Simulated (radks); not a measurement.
Species: Ge2+. Configuration: [Ar] 3d10 4s2.

Method: scalar-relativistic Kohn-Sham, r2SCAN, spin-polarised, spherical densities, finite nucleus; meta-GGA in the generalised Kohn-Sham scheme; Fermi nuclear charge, rms radius 4.0742 fm; hard spherical wall at 2 bohr; computed with a radial shooting solver on a logarithmic mesh with Libxc functionals.

Energy parts (hartree):
| part | energy |
|---|---|
| total | -2094.79318 |
| kinetic | 2150.68204 |
| electron-nucleus | -5067.06747 |
| Hartree | 902.08592 |
| exchange-correlation | -80.49368 |

Orbitals (lengths in bohr, moments of r in powers of bohr; <r^-3> diverges for s and p1/2; r(90%) holds 90 % of the orbital's charge):
orbital  occ.  eigenvalue (hartree)  r(90%)       <r^4>  <r^-3>      <r>
1s          2             -403.7781  0.0840  0.00002282       -  0.04701
2s          2             -50.73480   0.325    0.004690       -   0.2098
2p          6             -44.23859   0.300    0.003455   994.2   0.1838
3s          2              -6.40657   0.942      0.3309       -   0.6282
3p          6              -4.40546    1.00      0.4146   131.0   0.6517
3d         10              -1.11888    1.16      0.6505   14.24   0.7003
4s          2               0.67753    1.62       3.227       -    1.207
4p          0               1.48275    1.64       3.328   55.43    1.203
4d          0               2.86662    1.65       3.250   9.608    1.146
5s          0               7.92876    1.74       3.707       -    1.161

The highest occupied level is 4s at 18.437 eV. The density falls to 0.001 e/bohr^3 at r = 1.95 bohr. Summed over all electrons, <r^2> = 13.40 bohr^2, which gives a Langevin (diamagnetic) susceptibility term of -10.6 x 10^-6 cm^3/mol. The electron density at the nucleus is 3.217e+04 e/bohr^3 (large components only).
